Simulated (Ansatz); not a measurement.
Total energies of Cl₃H₂InSe (`[Cl][In-]([Cl])([Cl])[SeH2+]`).

| atom | x (Å) | y (Å) | z (Å) |
| --- | --- | --- | --- |
| Cl1 | -1.399 | 2.450 | -0.998 |
| In2 | -1.059 | 0.375 | -0.025 |
| Cl3 | -1.111 | 0.225 | 2.296 |
| Cl4 | -1.651 | -1.520 | -1.237 |
| Se5 | 1.752 | 0.100 | -0.319 |
| H6 | 1.878 | -0.347 | 1.076 |
| H7 | 1.590 | -1.282 | -0.794 |

The species carries charge 0 and has multiplicity 1. Correlated methods include outer-core shells of In, Se, which these sets cover unevenly. Scalar relativity is left out up to krypton. In takes the def2 core potential. The geometry is a stationary point of PBE0-D4/def2-TZVP. It is one conformer, not always the lowest. Basis def2-TZVPP, Ansatz 0.2.0.

RPA on PBE orbitals: Hartree–Fock energy of these orbitals -3968.85903 Eh, correlation -1.75365 Eh (frozen core).

```json
{"functional": "BLYP", "energy without D4 (Eh)": "-3973.67636", "D4 term (kJ/mol)": "-53.4"}
{"functional": "r2SCAN", "energy without D4 (Eh)": "-3973.67733", "D4 term (kJ/mol)": "-6.4"}
{"functional": "B97M-V", "energy without D4 (Eh)": "-3972.91619", "D4 term (kJ/mol)": "–"}
{"functional": "r2SCANh", "energy without D4 (Eh)": "-3973.65630", "D4 term (kJ/mol)": "-7.2"}
{"functional": "CAM-B3LYP", "energy without D4 (Eh)": "-3973.84557", "D4 term (kJ/mol)": "-25.2"}
{"functional": "LC-ωPBE", "energy without D4 (Eh)": "-3973.03048", "D4 term (kJ/mol)": "–"}
{"functional": "ωB97X-V", "energy without D4 (Eh)": "-3973.26037", "D4 term (kJ/mol)": "–"}
{"functional": "ωB97M-V", "energy without D4 (Eh)": "-3973.44956", "D4 term (kJ/mol)": "–"}
{"functional": "B2PLYP", "energy without D4 (Eh)": "-3972.72135", "D4 term (kJ/mol)": "–"}
{"functional": "PBE-QIDH", "energy without D4 (Eh)": "-3972.20065", "D4 term (kJ/mol)": "–"}
```

Problem. Give the same for LDA (SPW92), PBE, revPBE, PBE0, B3LYP, r2SCAN0, HSE06 (plane-wave form), BHLYP. (Best estimate.)

Solution. The calculation gave: 
```tsv
functional	energy without D4 (Eh)	D4 term (kJ/mol)
LDA (SPW92)	-3965.49258	–
PBE	-3972.77551	-26.5
revPBE	-3973.29456	-54.2
PBE0	-3972.96633	-23.5
B3LYP	-3973.84811	-43.3
r2SCAN0	-3973.62656	-8.1
HSE06 (plane-wave form)	-3972.94496	-22.7
BHLYP	-3973.61170	-42.7
```

B3LYP takes the VWN-RPA correlation (the form of Gaussian; ORCA's B3LYP/G). HSE06 is the plane-wave form, built on full-range PBE exchange. The double hybrids freeze the cores in their second-order part.

LC-ωPBE has ω = 0.4 bohr⁻¹.
